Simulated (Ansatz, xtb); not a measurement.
# C2H6OSi: which of two isomers lies lower

We compare X, `O/C=C\[SiH3]`, a singlet, with Y, `C=C(O)[SiH3]`, a singlet. Both are isolated molecules in the gas phase, relaxed with B3LYP-D3(BJ)/def2-SVP; the shapes shown needn't be the lowest conformers.

X (Å):

```xyz
10

C    -0.0201    0.5829    1.7714
C    -0.7079   -0.3812    1.1423
O     0.2698    1.7645    1.1694
Si   -1.3375   -0.2103   -0.6094
H     0.7670    2.3333    1.7685
H     0.3457    0.4737    2.8016
H    -0.8913   -1.2974    1.7106
H    -2.2870    0.9337   -0.7514
H    -2.0557   -1.4646   -0.9837
H    -0.2250    0.0011   -1.5833
```

Y (Å):

```xyz
10

C    -0.7816    1.1538    1.8393
C    -0.4648    0.1098    1.0551
O     0.1086   -1.0434    1.5052
Si   -0.7681    0.0785   -0.8112
H    -1.2392    2.0504    1.4198
H    -0.5933    1.1429    2.9204
H     0.2462   -0.9852    2.4633
H     0.5224   -0.1039   -1.5345
H    -1.6732   -1.0527   -1.1616
H    -1.3937    1.3699   -1.2097
```

Energies in hartree; the thermal terms are from B3LYP-D3(BJ)/def2-SVP harmonic frequencies (ideal gas, rigid rotor, one conformer each, 298.15 K, 1 atm) and include the zero-point energy:

```
                              X           Y
E, CCSD(T)/def2-SVP  −443.405872  −443.401581
    E, MP2/def2-SVP  −443.340989  −443.336292
  E, MP2/def2-TZVPP  −443.761485  −443.757856
  zero-point energy     0.071977     0.071566
       H(298 K) − E     0.078828     0.078202
       G(298 K) − E     0.042888     0.043131
```

Task: Correct the CCSD(T) difference for the basis set by the MP2 change, then work out ΔE, ΔE₀, ΔH and ΔG for X → Y in kcal/mol (1 Eh = 627.51 kcal/mol) and the equilibrium ratio [Y]/[X].

Result: 1. Differences Y − X: CCSD(T) +0.004291, MP2 in the small set +0.004697, MP2 in the large set +0.003629 Eh.
2. ΔE = +0.004291 + (+0.003629 − (+0.004697)) = +0.003223 Eh = +2.02 kcal/mol.
3. ΔE₀ = ΔE + ΔZPE = +0.003223 + (−0.000411) Eh = +1.76 kcal/mol.
4. ΔH = ΔE + (−0.000626) Eh = +1.63 kcal/mol.
5. ΔG = ΔE + (+0.000243) Eh = +2.17 kcal/mol, so ΔS = (ΔH − ΔG)/T = −7.7 J/(mol K).
6. kT = 0.9442 mEh, so K = [Y]/[X] = exp(−ΔG/kT) = exp(−3.67) ≈ 0.025.

Structure X is favoured at this temperature. An error of 1 kcal/mol in ΔG would change K by a factor of 5.4. GFN2-xTB, HF/STO-3G gave ΔE the other sign. Mirror images and further conformers aren't counted.

As drawn, both hold the same kinds of bond in the same numbers.

Other levels gave ΔE = −1.9 (GFN2-xTB); −0.9 (HF/STO-3G, GFN2-xTB geometries); +3.1 (r2SCAN-D4/def2-SVP, GFN2-xTB geometries); +2.4 (B3LYP-D3(BJ)/def2-SVP); +3.1 (HF/def2-SVP); +2.9 (MP2/def2-SVP); +2.7 (CCSD(T)/def2-SVP) kcal/mol. The correlated steps freeze 8 core orbitals. Programs: Ansatz 0.2.0, xtb 6.7.1.
